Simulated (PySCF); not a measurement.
SMILES [Br][Ge][Br] (Br₂Ge), PBE0/def2-SVP optimised geometry.

```
3

Ge    -0.94    -1.15     0.00
Br     1.40    -1.15     0.00
Br    -1.40     1.15     0.00
```

Density from PBE0/def2-TZVP (PySCF) at that geometry.

Minimum of the electron density along straight lines between bonded atoms, close to the bond critical point (lines longer than 1.1 times the sum of covalent radii, or with two minima, are not listed):

```
bond     length / Å  ρ at the minimum / e bohr⁻³  ∇²ρ there / e bohr⁻⁵  position (fraction from the first atom)
-------  ----------  ---------------------------  --------------------  ---------------------------------------
Ge1–Br2       2.346                        0.086                  0.06                                     0.43
Ge1–Br3       2.346                        0.086                  0.06                                     0.43
```
